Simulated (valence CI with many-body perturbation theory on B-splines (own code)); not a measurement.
**Cs XXIII: electric-dipole lines**

Computed by configuration interaction combined with many-body perturbation theory (CI+MBPT): five valence electrons over a frozen Dirac-Fock core [Ar] 3d10, a basis of 11 s, 11 p, 10 d, 8 f, 5 g, 2 h functions for each j, with the one-electron correlation potential Σ1 (screened to all orders), the two-electron term Σ2, the three-electron term Σ3, Breit, model QED; selected single and double excitations, second order for the rest, scaled by the run's own slope (own B-spline code, finite nucleus).

No measured levels were compared; by estimate levels hold to about 250 cm⁻¹ or 0.2 % of their energy and the worst to 1 %, as in measured heavy ions of charge 2 to 7; those with d or f electrons hold less well. Among the levels kept, up to 2100 cm⁻¹ of a level comes from second order outside the variational space, and about a tenth of that is noise between levels of different J, which matters for small intervals.

Lines 151 to 200 of 551 in falling wavelength, among levels below 1865900 cm⁻¹, chosen from the strongest by gf and those to the six lowest levels. Wavelengths and rates use the calculated energies, so an error of 2000 cm⁻¹ moves a line at 138.4 Å by 0.28 % and its rate by three times that or more. Electric multipoles are in the length gauge, E1 and E2 with the static RPA response of the core. Weak lines are less certain than strong ones. Lines between different terms over intervals too small for the method are left out, as are lines whose strength nearly cancels. Where a level lies close to another of its J and parity, the split of strength between their lines is uncertain. The highest levels of a list are the least certain.

Levels are named by their leading jj configuration (3d3/2^4 stands for four electrons in 3d with j = 3/2), which in mixed levels can hold well under half, so a name can repeat and another be missing. Letters in brackets count levels of one name in rising energy.

```
λ vac (Å)                               Upper                               Lower   A (s⁻¹)  log gf  Branch %
    138.4          (4s^2 4p1/2 4d5/2^2) J=9/2  (4s^2 4p1/2 4p3/2 4d5/2) J=7/2 [b]  2.27e+10   -0.19      68.0
    138.3          (4s^2 4p1/2 4d3/2^2) J=5/2  (4s^2 4p1/2 4p3/2 4d3/2) J=5/2 [a]  1.34e+10   -0.64      11.7
    138.2  (4s^2 4p1/2 4p3/2 4d5/2) J=3/2 [a]          (4s^2 4p1/2 4p3/2^2) J=1/2  2.88e+09   -1.48       1.4
    138.1            (4s 4p1/2 4p3/2^3) J=5/2          (4s^2 4p1/2^2 4p3/2) J=3/2  6.74e+08   -1.94       3.3
    137.7          (4s^2 4p1/2^2 4d3/2) J=3/2          (4s^2 4p1/2^2 4p3/2) J=3/2  2.43e+10   -0.56      74.0
    137.7  (4s 4p1/2 4p3/2^2 4d3/2) J=3/2 [f]  (4s^2 4p1/2 4p3/2 4d3/2) J=5/2 [a]  1.83e+10   -0.68       6.8
    136.4                  (4s 4p3/2^4) J=1/2          (4s^2 4p1/2 4p3/2^2) J=1/2  1.75e+09   -2.01       2.6
    136.4  (4s^2 4p1/2 4p3/2 4d3/2) J=3/2 [a]          (4s^2 4p1/2 4p3/2^2) J=3/2  3.59e+09   -1.40       4.1
    136.4          (4s^2 4p3/2^2 4d3/2) J=1/2                (4s^2 4p3/2^3) J=3/2  6.54e+09   -1.44       2.8
    135.6  (4s 4p1/2^2 4p3/2 4d3/2) J=3/2 [b]          (4s 4p1/2^2 4p3/2^2) J=5/2  3.23e+09   -1.45      15.2
    135.5         (4s^2 4p3/2 4d5/2^2) J=11/2          (4s^2 4p3/2^2 4d5/2) J=9/2  1.40e+10   -0.33      19.4
    135.4  (4s^2 4p1/2 4d3/2 4d5/2) J=1/2 [b]  (4s^2 4p1/2 4p3/2 4d3/2) J=3/2 [b]  5.20e+10   -0.54      13.6
    135.2          (4s^2 4p3/2 4d5/2^2) J=9/2          (4s^2 4p3/2^2 4d3/2) J=7/2  8.80e+09   -0.62       2.6
    134.3  (4s 4p1/2 4p3/2^2 4d5/2) J=5/2 [d]          (4s^2 4p1/2^2 4d5/2) J=5/2  1.42e+10   -0.64      12.9
    134.2      (4s^2 4p3/2^2 4d3/2) J=3/2 [a]                (4s^2 4p3/2^3) J=3/2  3.23e+08   -2.46       0.1
    133.9  (4s^2 4p3/2 4d3/2 4d5/2) J=7/2 [c]          (4s^2 4p3/2^2 4d3/2) J=7/2  1.62e+10   -0.46       2.8
    133.7  (4s^2 4p1/2 4p3/2 4d5/2) J=5/2 [a]          (4s^2 4p1/2 4p3/2^2) J=5/2  1.34e+10   -0.67      14.5
    133.6  (4s^2 4p3/2 4d3/2 4d5/2) J=5/2 [b]          (4s^2 4p3/2^2 4d3/2) J=7/2  1.38e+10   -0.65       3.6
    133.5  (4s 4p1/2 4p3/2^2 4d3/2) J=3/2 [d]          (4s^2 4p1/2^2 4d3/2) J=3/2  1.50e+10   -0.79       9.8
    133.3      (4s^2 4p1/2 4d3/2 4d5/2) J=5/2  (4s^2 4p1/2 4p3/2 4d5/2) J=7/2 [b]  1.95e+10   -0.51       6.8
    133.2  (4s 4p1/2^2 4p3/2 4d5/2) J=5/2 [a]          (4s 4p1/2^2 4p3/2^2) J=5/2  1.78e+10   -0.55      67.4
    133.1          (4s^2 4p3/2^2 4d3/2) J=5/2                (4s^2 4p3/2^3) J=3/2  9.44e+09   -0.82       2.4
    132.2          (4s^2 4p3/2^2 4f5/2) J=7/2          (4s^2 4p3/2^2 4d3/2) J=7/2  1.54e+10   -0.49       8.4
    132.1      (4s^2 4p1/2 4d3/2 4d5/2) J=9/2      (4s^2 4p1/2 4p3/2 4d5/2) J=9/2  3.71e+10   -0.01      46.3
    131.9  (4s^2 4p1/2 4p3/2 4d5/2) J=3/2 [a]          (4s^2 4p1/2 4p3/2^2) J=5/2  3.65e+10   -0.42      17.7
    131.8  (4s^2 4p1/2 4p3/2 4d3/2) J=1/2 [b]          (4s^2 4p1/2 4p3/2^2) J=1/2  1.61e+09   -2.08       0.4
    131.8  (4s 4p1/2 4p3/2^2 4d5/2) J=1/2 [a]        (4s 4p1/2 4p3/2^3) J=3/2 [a]  4.23e+10   -0.66      31.8
    131.2        (4s 4p3/2^3 4d5/2) J=5/2 [b]  (4s^2 4p1/2 4p3/2 4d3/2) J=3/2 [b]  1.28e+10   -0.70       5.3
    131.2  (4s 4p1/2 4p3/2^2 4d5/2) J=5/2 [a]        (4s 4p1/2 4p3/2^3) J=3/2 [a]  2.21e+10   -0.47       8.4
    131.1  (4s^2 4p1/2 4p3/2 4f5/2) J=5/2 [a]  (4s^2 4p1/2 4p3/2 4d5/2) J=7/2 [b]  1.31e+10   -0.69       3.9
    131.1      (4s^2 4p1/2 4d3/2 4d5/2) J=7/2      (4s^2 4p1/2 4p3/2 4d3/2) J=7/2  1.71e+10   -0.45      16.0
    131.1  (4s 4p1/2 4p3/2^2 4d5/2) J=3/2 [c]            (4s 4p1/2 4p3/2^3) J=1/2  3.62e+10   -0.43      15.2
    130.8        (4s 4p3/2^3 4d5/2) J=5/2 [a]      (4s^2 4p1/2 4p3/2 4d3/2) J=7/2  1.37e+10   -0.68       9.5
    130.7          (4s^2 4p1/2^2 4d5/2) J=5/2          (4s^2 4p1/2^2 4p3/2) J=3/2  3.84e+10   -0.23      96.7
    130.7        (4s 4p3/2^3 4d5/2) J=5/2 [b]  (4s^2 4p1/2 4p3/2 4d5/2) J=7/2 [b]  1.49e+10   -0.64       6.2
    130.5            (4s 4p1/2 4p3/2^3) J=1/2          (4s^2 4p1/2^2 4p3/2) J=3/2  1.32e+10   -1.17      18.6
    129.9        (4s 4p3/2^3 4d5/2) J=5/2 [b]  (4s^2 4p1/2 4p3/2 4d3/2) J=5/2 [b]  1.10e+10   -0.78       4.5
    129.6  (4s^2 4p1/2 4p3/2 4f5/2) J=7/2 [a]  (4s^2 4p1/2 4p3/2 4d3/2) J=5/2 [b]  1.01e+10   -0.69       3.2
    129.5      (4s^2 4p3/2 4d3/2 4d5/2) J=1/2      (4s^2 4p3/2^2 4d3/2) J=3/2 [a]  6.03e+10   -0.52      13.0
    129.2  (4s^2 4p1/2 4p3/2 4d5/2) J=5/2 [a]          (4s^2 4p1/2 4p3/2^2) J=3/2  2.63e+10   -0.40      28.5
    129.0          (4s^2 4p1/2 4d5/2^2) J=9/2      (4s^2 4p1/2 4p3/2 4d5/2) J=9/2  6.57e+09   -0.79      19.7
    129.0  (4s^2 4p3/2 4d3/2 4d5/2) J=7/2 [b]          (4s^2 4p3/2^2 4d5/2) J=9/2  9.29e+09   -0.73       2.3
    128.8          (4s^2 4p1/2 4d3/2^2) J=5/2        (4s 4p1/2 4p3/2^3) J=3/2 [b]  1.67e+10   -0.60      14.5
    128.8  (4s^2 4p3/2 4d3/2 4d5/2) J=7/2 [c]          (4s^2 4p3/2^2 4d3/2) J=5/2  1.96e+10   -0.41       3.3
    128.7  (4s^2 4p1/2 4d3/2 4d5/2) J=3/2 [c]  (4s^2 4p1/2 4p3/2 4d3/2) J=1/2 [b]  3.06e+10   -0.52       8.6
    128.7        (4s 4p3/2^3 4d5/2) J=5/2 [c]  (4s^2 4p1/2 4p3/2 4d5/2) J=7/2 [b]  2.02e+10   -0.52       9.6
    128.6        (4s 4p1/2 4p3/2^3) J=3/2 [b]          (4s^2 4p1/2^2 4p3/2) J=3/2  6.83e+09   -1.17      11.4
    128.6  (4s^2 4p1/2 4p3/2 4f7/2) J=9/2 [a]  (4s^2 4p1/2 4p3/2 4d5/2) J=7/2 [b]  1.11e+10   -0.56       4.6
    128.3  (4s 4p1/2 4p3/2^2 4d3/2) J=3/2 [f]        (4s 4p1/2 4p3/2^3) J=3/2 [b]  2.81e+10   -0.56      10.4
    128.1          (4s^2 4p1/2 4d5/2^2) J=1/2      (4s^2 4p1/2 4p3/2 4d5/2) J=1/2  3.44e+10   -0.77      11.2
```
